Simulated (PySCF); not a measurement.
C7H5O (doublet state).
Cartesian coordinates in Å at the GFN2-xTB level; atoms count from 1:
```
atom  x, y, z in Å
C1     3.4522    0.4803    0.1427
C2     2.2750    0.2299    0.0812
C3     0.9170   -0.0701    0.0102
C4     0.2952   -1.3035   -0.1753
C5    -1.0655   -1.0670   -0.1734
C6    -1.2431    0.3306    0.0168
C7    -2.3778    1.0740    0.0933
O8    -0.0104    0.9128    0.1259
H9     4.4779    0.6907    0.1968
H10    0.8024   -2.2404   -0.2938
H11   -1.8576   -1.7775   -0.2905
H12   -2.3319    2.1357    0.2415
H13   -3.3379    0.6050    0.0067
```

The hyperfine couplings belong to this conformer and change with its torsions.

As a line formula: `C#Cc1ccc([CH2])o1` [radical].

Level of theory: UKS B3LYP, pcH-1 on C H O, non-relativistic, mean-field spin-orbit, GIAO (PySCF 2.14.0). One conformer (not necessarily the lowest) at the GFN2-xTB geometry, without solvent, vibrations or thermal averaging. The geometry wasn't refined by DFT: couplings that depend on bond lengths, twists or pyramidal angles can differ widely from those at the functional's own minimum. The SCF solution wasn't tested for stability. ⟨S²⟩ is 0.784 where a pure state has 0.75.

The Mulliken spin populations are largest on C7 (+0.59), C5 (+0.34), C3 (+0.33) and C1 (+0.24). Four atoms exceed +0.15. The angles at C7 add up to 360.0°, so it is planar.

Q: McConnell's relation a(H) = Q·ρ ties the coupling of a proton on a planar π carbon to the spin population of that carbon. What Q do the computed values give?

A: 
```
  H   C    ρ(C)  a(H) (G)  a/ρ (G)
H10  C4  -0.155     +2.60    -16.8
H11  C5  +0.343     -8.18    -23.9
H12  C7  +0.589    -12.69    -21.5
H13  C7  +0.589    -12.44    -21.1
```

A least-squares line through the origin gives Q = -21.6 G with Mulliken populations. Where ρ is negative the coupling is positive.

Q: Leave H11 and its like out of the fit. How well does the relation then predict its coupling?

A: The other protons give Q = -21.2 G, so a = -21.2 × 0.343 ≈ -7.26 G, against the computed -8.18 G.

Couplings in gauss use g_iso = 2.0028.
